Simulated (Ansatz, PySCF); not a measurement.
This singlet lies 1.39 eV below the relaxed triplet at the level composite: frozen-core CCSD(T) with HF/cc-pVQZ and the correlation energy extrapolated as X^-3 from cc-pVTZ and cc-pVQZ, plus CCSDT(Q) minus CCSD(T) in cc-pVDZ // PBE0-D3(BJ)/def2-TZVP (Ansatz, a first-principles code).

CHNSi, SMILES `[C-]#[N+][SiH]` (lower singlet) (charge 0, multiplicity 1)

The numbers are results of PBE-D3(BJ)/def2-TZVP // PBE0-D3(BJ)/def2-TZVP in PySCF, not measurements.

```
Item                                           Result
-------------  --------------------------------------
HOMO                                         -6.44 eV
dipole moment                                  2.74 D
HOMO–LUMO gap                                 2.02 eV
LUMO                                         -4.43 eV
total energy                             -10412.49 eV
cost           about 11 core-seconds (a rough figure)
```

```xyz
4

C      1.6316    -0.8674    -0.0887
N      0.6609    -0.2052    -0.1724
Si    -0.5822     1.0127    -0.3807
H     -1.7103     0.0598    -0.0050
```
